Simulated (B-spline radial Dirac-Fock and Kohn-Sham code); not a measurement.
# Binding energies of Tm⁴⁷⁺ at several levels of theory

System: thulium as Tm⁴⁷⁺, configuration 1s2 2s2 2p6 3s2 3p6 3d4.

The density-functional columns are spherical, spin-unpolarised Dirac-Kohn-Sham results without Breit or QED terms: −ε is minus the orbital energy of the initial state and ΔSCF the difference of two total energies. The reference in the last column comes from ΔSCF Dirac-Fock with Breit, self-energy and vacuum polarisation, finite nucleus, configuration average. All numbers are from a radial atomic solver, in eV; a selection of levels is shown. For the 1s level of heavy atoms much of the gap between ΔSCF and the reference is the Breit and QED part, -278.0 eV here; for other levels the error of the functional can be larger.

```tsv
level	LDA −ε	LDA ΔSCF	Dirac-Fock
K	62000.2	62547.3	62281.4
L1	12756.1	12885.8	12931.5
L2	12315.7	12472.7	12448.5
L3	11325.7	11467.9	11467.0
M1	4706.0	4760.9	4788.9
M2	4528.7	4586.8	4586.7
M3	4290.5	4345.4	4349.9
M4,5	3983.2	4045.9	4043.0
```

Values without a named source are computed, but for edge energies of neutral atoms, which are taken from tables.
